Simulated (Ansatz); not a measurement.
The same path of F$_{3}$GeH (5 atoms, charge 0, multiplicity 1) was run twice with different band settings. Lost on the way: Ge1–H2, Ge1–F3. Made: H2–F3.

Computed with RKS PBE0/def2-SVP in Ansatz.

Relaxed end points:

```xyz
5
Properties=species:S:1:pos:R:3
Ge 0.235 0.000 0.257
H 0.180 0.000 1.772
F 1.842 0.000 -0.337
F -0.532 1.372 -0.424
F -0.532 -1.372 -0.424
```

```xyz
5
Properties=species:S:1:pos:R:3
Ge -0.659 -0.573 0.705
H 1.193 0.776 0.271
F 1.606 0.003 0.640
F -0.429 1.121 0.094
F -0.517 -1.328 -0.865
```

Common settings: movable images 5; climbing image yes; spring 5.0 eV/Å²; optimiser quadratic models (default); force threshold 0.05 eV/Å; iteration limit 60; end points relaxed.

| run | start path |
| --- | --- |
| 1 | through a guess of the saddle point |
| 2 | straight line |

(1) What does each run give, and how far can it be trusted?

Answers

(1) Run 1: converged after 12 iterations, highest image 2.464 eV above the first end. Neighbouring images differ by up to 1.7 eV, so the band resolves the path poorly. A vibrational analysis at the climbing image gives one clearly imaginary mode, 1327i cm⁻¹: a first-order saddle point.
Run 2: converged after 12 iterations, highest image 2.464 eV above the first end. Neighbouring images differ by up to 1.7 eV, so the band resolves the path poorly. Another band between the same ends (5 images) ends at a top of the same energy, where a vibrational analysis finds 1 clearly imaginary mode.
The orbitals stay closed-shell, which can raise the energy where a bond breaks towards radicals; this wasn't checked here.
